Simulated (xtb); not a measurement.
C2H4, charge +1, doublet, geometry from GFN2-xTB (a state made from the parent by changing its charge; the spin is typed, not shown lowest); xtb with GFN0-xTB.

Input for xtb:
```
$ xtb mol.xyz --gfn 0 --chrg 1 --uhf 1 --json

# file mol.xyz
6

C     -0.65225698    -0.04060582     0.00295843
C      0.65225698     0.04060582    -0.00295843
H     -1.33013860     0.73875621     0.37284167
H     -1.23155843    -0.89823292    -0.36122265
H      1.33677212    -0.81125790     0.09455829
H      1.22492491     0.97073461    -0.10617731
```

Q: Write the output that xtb gives for this input, abridged.

A: 
```
   ID    Z sym.   atoms
    1    6 C      1, 2
    2    1 H      3-6

           -------------------------------------------------
          |                Calculation Setup                |
           -------------------------------------------------

           -------------------------------------------------
          |                 G F N 0 - x T B                 |
           -------------------------------------------------

          ...................................................
          :                      SETUP                      :
          :.................................................:
          :  # basis functions                  16          :
          :  # atomic orbitals                  16          :
          :  # shells                           12          :
          :  # electrons                        11          :
          :  electronic temp.          300.0000000     K    :
          :  accuracy                    1.0000000          :
          :  -> integral cutoff          0.2500000E+02      :
          :  -> integral neglect         0.1000000E-07      :
          ...................................................

         :::::::::::::::::::::::::::::::::::::::::::::::::::::
         ::                     SUMMARY                     ::
         :::::::::::::::::::::::::::::::::::::::::::::::::::::
         :: total energy              -4.584781664619 Eh    ::
         :: gradient norm              0.080433628136 Eh/a0 ::
         :: HOMO-LUMO gap              4.404089380617 eV    ::
         ::.................................................::
         :: H0 energy                 -6.112181950043 Eh    ::
         :: repulsion energy           0.126573791963 Eh    ::
         :: electrostat energy         1.401265624189 Eh    ::
         :: -> Gsolv                   0.000000000000 Eh    ::
         ::    -> Gsasa                0.000000000000 Eh    ::
         ::    -> Gshift               0.000000000000 Eh    ::
         :: dispersion energy         -0.000439130729 Eh    ::
         :: short-range corr.          0.000000000000 Eh    ::
         :: add. restraining           0.000000000000 Eh    ::
         :: total charge               1.000000000000 e     ::
         :::::::::::::::::::::::::::::::::::::::::::::::::::::

           -------------------------------------------------
          |                Property Printout                |
           -------------------------------------------------

    * Orbital Energies and Occupations

         #    Occupation            Energy/Eh            Energy/eV
      -------------------------------------------------------------
         1        2.0000           -0.6410807             -17.4447
         2        2.0000           -0.6079700             -16.5437
         3        2.0000           -0.5551401             -15.1061
         4        2.0000           -0.5303725             -14.4322
         5        2.0000           -0.5047796             -13.7358
         6        1.0000           -0.4334962             -11.7960 (HOMO)
         7                         -0.2716489              -7.3919 (LUMO)
         8                         -0.1567242              -4.2647
         9                         -0.1141111              -3.1051
        10                         -0.1069131              -2.9093
        11                         -0.0784080              -2.1336
        12                          0.1357148               3.6930
        13                          0.1784676               4.8563
        14                          0.2947723               8.0212
        15                          0.4392876              11.9536
        16                          0.5578630              15.1802
      -------------------------------------------------------------
                  HL-Gap            0.1618473 Eh            4.4041 eV
             Fermi-level            0.0000000 Eh            0.0000 eV

     #   Z          covCN         q      C6AA      α(0)
     1   6 C        2.828    -0.122    32.792     9.354
     2   6 C        2.828    -0.122    32.792     9.354
     3   1 H        0.924     0.311     0.677     1.287
     4   1 H        0.924     0.311     0.677     1.287
     5   1 H        0.924     0.311     0.677     1.287
     6   1 H        0.924     0.311     0.677     1.287

 Mol. C6AA /au·bohr⁶  :        217.291416
 Mol. C8AA /au·bohr⁸  :       5332.346582
 Mol. α(0) /au        :         23.853615

Wiberg/Mayer (AO) data.
largest (>0.10) Wiberg bond orders for each atom

 ---------------------------------------------------------------------------
     #   Z sym  total        # sym  WBO       # sym  WBO       # sym  WBO
 ---------------------------------------------------------------------------
     1   6 C    3.608 --     2 C    1.654     4 H    0.951     3 H    0.951
     2   6 C    3.608 --     1 C    1.654     6 H    0.951     5 H    0.951
     3   1 H    0.990 --     1 C    0.951
     4   1 H    0.990 --     1 C    0.951
     5   1 H    0.990 --     2 C    0.951
     6   1 H    0.990 --     2 C    0.951
 ---------------------------------------------------------------------------

Topologies differ in total number of bonds
Writing topology from bond orders to xtbtopo.mol

 dipole moment from electron density (au)
     X       Y       Z
   0.0000   0.0000  -0.0000  total (Debye):    0.000

           -------------------------------------------------
          | TOTAL ENERGY               -4.584781664619 Eh   |
          | GRADIENT NORM               0.080433628136 Eh/α |
          | HOMO-LUMO GAP               4.404089380617 eV   |
           -------------------------------------------------

normal termination of xtb
```
